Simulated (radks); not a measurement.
Neutral samarium, configuration [Xe] 4f6 6s2.

Calculated with a radial shooting solver on a logarithmic mesh with Libxc functionals: scalar-relativistic Kohn-Sham, PBE, spin-polarised, spherical densities, point nucleus; open shells are filled with parallel spins first (spin-orbit coupling, left out, can overturn this in heavy ions); hard spherical wall at 1.5 bohr.

Energy parts (eV):
| part | energy |
|---|---|
| total | -281598.87 |
| kinetic | 309877.63 |
| electron-nucleus | -704297.18 |
| Hartree | 119528.71 |
| exchange-correlation | -6708.04 |

Orbitals (lengths in bohr, moments of r in powers of bohr):
orbital	occ.	eigenvalue (eV)	<r^4>	<r^2>
1s up	1	-46470.77	1.317e-06	0.0007048
1s down	1	-46470.78	1.317e-06	0.0007048
2s up	1	-7432.533	0.0002125	0.01112
2s down	1	-7432.511	0.0002125	0.01112
2p up	3	-6607.119	0.0001577	0.008930
2p down	3	-6607.110	0.0001577	0.008929
3s up	1	-1490.482	0.008478	0.07483
3s down	1	-1488.494	0.008448	0.07471
3p up	3	-1232.820	0.008920	0.07511
3p down	3	-1230.837	0.008881	0.07496
3d up	5	-882.6979	0.007289	0.06368
3d down	5	-881.1659	0.007242	0.06350
4s up	1	-184.6940	0.2332	0.4025
4s down	1	-179.2702	0.2336	0.4026
4p up	3	-103.2725	0.2999	0.4560
4p down	3	-97.8887	0.3010	0.4565
4d up	5	12.3116	0.4124	0.5348
4d down	5	17.5725	0.4153	0.5365
4f up	6	143.6835	0.5582	0.6250
4f down	0	148.8150	0.5650	0.6289
5s up	1	138.0595	1.187	0.9706
5s down	1	141.6718	1.193	0.9733
5p up	3	183.2093	1.210	0.9676
5p down	3	186.6988	1.215	0.9698
5d up	0	253.1572	1.180	0.9288
5d down	0	256.5997	1.183	0.9298
6s up	1	532.7382	1.239	0.9253
6s down	1	536.4427	1.237	0.9242
6p up	0	582.2692	1.211	0.9068
6p down	0	585.9930	1.209	0.9057
7s up	0	1090.371	1.200	0.8875
7s down	0	1094.202	1.199	0.8870

The highest occupied level is 6s down at 536.44 eV. The configuration is held as typed, so some empty levels lie below it. Summed over all electrons, <r^2> = 23.57 bohr^2, which gives a Langevin (diamagnetic) susceptibility term of -18.7 x 10^-6 cm^3/mol. Spin moment in Bohr magnetons: 6. The pressure on the wall is 218000 GPa.
